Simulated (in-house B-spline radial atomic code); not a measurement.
BP86 excitations of Mg²⁺

Method: BP86. Computed with an all-electron radial atomic-structure program (B-spline basis): linear response of the closed shell [He] 2s2 2p6 with the functional's adiabatic kernel; scalar-relativistic (spin-free one-electron X2C), finite nucleus, no spin-orbit coupling, no double excitations, S, P, D and F terms only. Only terms of natural parity with L up to 3 were computed.

Command:
```bash
python run_td.py task.json out
```
Settings (radii: box in bohr, nucleus in fm):
```
Z                        12
electrons                10
configuration            [He] 2s2 2p6
hamiltonian              x2c
method                   b88,p86
box_radius               29.48
rms_radius               3.057
intervals                74
```

Run time, properties included: 0.2 s on 1 thread of AMD EPYC 9R45 96-Core Processor (Zen 5), with other jobs on the host.

The lowest states, in the order of their Tamm-Dancoff energies; the method's threshold (minus the highest occupied level) is 66.78 eV. Labels give the largest channel, * marks a mixed state, and oscillator strengths are full-response dipole values. Semilocal kernels can invert the small singlet-triplet splittings of Rydberg terms. Energies in eV:

| state | full response | Tamm-Dancoff | oscillator strength |
| --- | --- | --- | --- |
| 2p → 3s 3P | 48.58 | 48.59 | - |
| 2p → 3s 1P | 49.06 | 49.07 | 0.187 |
| 2p → 3p 3S | 53.43 | 53.45 | - |
| 2p → 3p 3D | 53.72 | 53.72 | - |
| 2p → 3p 1D | 53.98 | 53.98 | - |
| 2p → 3p 1S | 55.77 | 55.95 | - |
| 2p → 3d 3F | 59.41 | 59.41 | - |
| 2p → 3d 3P | 59.41 | 59.42 | - |
| 2p → 3d 1F | ? | ? | - |
| 2p → 4s 3P | 59.63 | 59.63 | - |
| 2p → 3d 1P | 59.64 | 59.65 | 0.25 |
| 2p → 4s 1P | 59.74 | 59.75 | 0.000124 |
| 2p → 4p 3S | 61.06 | 61.07 | - |
| 2p → 4p 3D | 61.14 | 61.14 | - |
| 2p → 4p 1D | 61.22 | 61.22 | - |
| 2p → 4p 1S | ? | ? | - |

(1) Where does 2p → 3d 1F lie?

(2) Where does 2p → 4p 1S lie?

(3) How large is the singlet-triplet splitting of 2p → 3s (P terms) in Tamm-Dancoff?

(4) What polarisabilities and dispersion coefficient does the method give?

## Answers

(1) At 59.42 eV in full response, 59.42 eV in Tamm-Dancoff.

(2) At 61.77 eV in full response, 61.83 eV in Tamm-Dancoff.

(3) 0.484 eV, from the unrounded values.

(4) Dipole 0.5112 bohr³, quadrupole 0.5998 bohr⁵, C6 0.6195 hartree·bohr⁶ for two such species.
